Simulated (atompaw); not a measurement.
**Cutoff test, cobalt (Co), PAW (atompaw)**

| Property | Result |
| --- | --- |
| Element | cobalt (Co) |
| Generator | atompaw 4.2.0.5 |
| Type | PAW |
| Functional | LDA (PW92) |
| Relativity | scalar-relativistic |
| Frozen core | [Ar] |
| Valence charge | 9 |
| Reference configuration | 3d7 4s2 4p0 |
| Partial waves | 4s (bound): rc 3.00 bohr; 4s channel at 0.6 Ry: rc 3.00 bohr; 4p (bound, empty): rc 3.00 bohr; 4p channel at 0.5 Ry: rc 3.00 bohr; 3d (bound): rc 1.65 bohr; 3d channel at 0.1 Ry: rc 1.65 bohr |
| Local potential | bessel scheme, radius 2.30 bohr |
| Core correction | smooth core density matched at 1.60 bohr |
| Augmentation charge | sinc compensation charge, radius 2.45 bohr; PAW radius 3.00 bohr; waves and projectors: custom polynom vanderbiltortho |

The pseudo-atom Hamiltonian at the reference potential is diagonalised in spherical Bessel functions j_l(qr) that vanish at 20 bohr, with q² up to the cutoff. All-electron valence levels (Ry): 4s -0.4170, 4p -0.1019, 3d -0.6219.

Problem. How do the lowest levels (Ry) of each channel move with the cutoff, and are there ghosts?

Solution.

| cutoff (Ry) | s #1 | p #1 | p #2 | d #1 | d #2 | f #1 | f #2 | Σ f·Δε (mRy) |
| --- | --- | --- | --- | --- | --- | --- | --- | --- |
| 8 | -0.4170 | -0.1019 | 0.0488 | 0.0614 | 0.1368 | 0.1132 | 0.2404 | 4783.1 |
| 12 | -0.4170 | -0.1019 | 0.0488 | 0.0414 | 0.0856 | 0.1132 | 0.2404 | 4643.2 |
| 21 | -0.4170 | -0.1019 | 0.0488 | -0.5243 | 0.0645 | 0.1132 | 0.2404 | 682.8 |
| 30 | -0.4170 | -0.1019 | 0.0488 | -0.6128 | 0.0643 | 0.1132 | 0.2404 | 63.5 |
| 40 | -0.4170 | -0.1019 | 0.0488 | -0.6199 | 0.0643 | 0.1132 | 0.2404 | 14.1 |
| 50 | -0.4170 | -0.1019 | 0.0488 | -0.6208 | 0.0643 | 0.1132 | 0.2404 | 7.5 |
| 70 | -0.4170 | -0.1019 | 0.0488 | -0.6218 | 0.0643 | 0.1132 | 0.2404 | 0.9 |
| 90 | -0.4170 | -0.1019 | 0.0488 | -0.6218 | 0.0643 | 0.1132 | 0.2404 | 0.4 |
| 400 | -0.4170 | -0.1019 | 0.0488 | -0.6219 | 0.0643 | 0.1132 | 0.2404 | 0.0 |

Result: no extra level below or beside the all-electron valence levels (s, p, d, f tested); 10 mRy is reached at 50 Ry and 1 mRy at 70 Ry.
